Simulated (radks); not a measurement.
Results of a calculation; reference values are marked as such.
Problem. The tantalum ion Ta61+, [Ne] 3s2. Code: a radial shooting solver on a logarithmic mesh with Libxc functionals. Model: non-relativistic Kohn-Sham, exchange-only PBE, spin-polarised, spherical densities, point nucleus. Every spin shell is full or empty, so the densities are truly spherical. Functionals are evaluated on that one density, not self-consistently. Rank these orbital-free kinetic functionals by their error against the exact value of the orbitals, and give that value: Thomas-Fermi, von Weizsacker, TF + vW/9, TF + vW/5, LC94, APBEK, revAPBEK, Thakkar, LKT, PG1, DePristo-Kress.

Solution. Exact: 10499.3 hartree. From best to worst, with 100 (|E| - |E exact|)/|E exact| (equal figures are ties): DePristo-Kress +0.02, LC94 +0.14, APBEK +0.23, Thakkar -0.25, revAPBEK +0.51, TF + vW/9 -0.57, TF + vW/5 +4.15, Thomas-Fermi -6.48, PG1 +21.00, LKT +26.12, von Weizsacker -46.84.
